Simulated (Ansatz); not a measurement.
Molecule: dibromoborinic acid, sum formula HBOBr₂ (charge 0, singlet). 
Coordinates optimised at B3LYP-D3(BJ)/def2-TZVP (Ansatz, an electronic-structure program):
```
B
O 1 1.3387
H 2 0.9649 1 114.43
Br 1 1.9178 2 118.65 3 180.00
Br 1 1.9380 2 121.17 3 0.00
```

Total electronic energies in hartree. Correlated levels leave the core frozen unless marked. No spin-orbit coupling. Frozen are the shells of the preceding noble gas and the d and f shells that filled before the atom's block. No relativistic terms. Basis-set limits of correlation are two-point, X^-3; Hartree-Fock from the larger set (for Q and 5 zeta extrapolated as (X+1)exp(-9√X)).

| level | program | energy (Eh) |
|---|---|---|
| HF/6-31G | Ansatz | -5244.30251 |
| HF/aug-cc-pVQZ | Ansatz | -5245.23994 |
| RI-HF/aug-cc-pVQZ | Ansatz | -5245.23979 |
| BHLYP-D4/def2-TZVPD | Ansatz + dftd4 | -5249.10002 |
| HSE06/def2-TZVPD | Ansatz | -5248.45472 |
| CAM-B3LYP-D3(BJ)/def2-TZVPD | Ansatz + dftd3 | -5249.37384 |
| LC-wPBE-D4/def2-TZVPD | Ansatz + dftd4 | ___ |
| B2GP-PLYP/def2-TZVPD | Ansatz | ___ |
| B2PLYP/def2-TZVPD | Ansatz | -5248.25230 |
| PBE-QIDH/def2-TZVPD | Ansatz | -5247.73768 |
| MP2/STO-3G | Ansatz | -5188.36686 |
| MP2/6-31G* | Ansatz | -5244.95374 |
| MP2/cc-pV5Z | Ansatz | -5245.98508 |
| CCSD(T)/cc-pVTZ | Ansatz | -5245.93918 |
| CCSD(T)/CBS(cc-pVQZ,cc-pV5Z) | Ansatz | -5246.0594 |

Task: Complete the blanks.

Result: 
- LC-wPBE-D4/def2-TZVPD, energy (Eh): -5248.38667
- B2GP-PLYP/def2-TZVPD, energy (Eh): -5247.94127
